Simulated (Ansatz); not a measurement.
Consider the silylene formation by 1,1-elimination: `O[Si](O)(F)[SiH2]F` → `O[SiH](O)F` + `F[SiH]`.

Calculated with Ansatz (gas phase, PBE0-D4/def2-TZVP geometries, no zero-point term in ΔE). CCSD(T)/CBS is the MP2 limit (def2-TZVPP, def2-QZVPP) plus CCSD(T) − MP2 in def2-TZVPP, frozen cores. This one scheme is used for every species. Functionals use def2-TZVPP. One conformer a species, not always the lowest.

```tsv
level	ΔE (kJ/mol)	difference from CCSD(T)/CBS
BLYP-D4	169.8	-10.3
BHLYP-D4	188.7	8.6
ωB97X-V	192.7	12.6
PBE	182.4	2.3
r2SCANh	200.3	20.2
HF/def2-TZVPP	164.3	-15.8
MP2/def2-TZVPP	184.6	4.5
SCS-MP2/def2-QZVPP	179.0	-1.1
HF/CBS(def2)	163.5	-16.6
MP2/CBS(def2)	191.2	11.1
CCSD(T)/CBS	180.1	0
```

Largest T1 diagnostic among the species: 0.015.

The D4 term adds +14.6 kJ/mol with B3LYP and +8.1 kJ/mol with PBE0; it sums over pairs of atoms, weighted by their polarisabilities, and B3LYP, whose exchange is more repulsive, gets the larger term. At CCSD(T), def2-SVP lies −19.9 kJ/mol from the extrapolated value and def2-TZVPP −6.6 kJ/mol. In def2-TZVPP, CCSD(T) changes the Hartree–Fock value by +9.2 kJ/mol (the triples alone add +3.0 kJ/mol) and MP2 by +20.3 kJ/mol.

B3LYP here is the variant with VWN-RPA as its local correlation; programs differ in this.
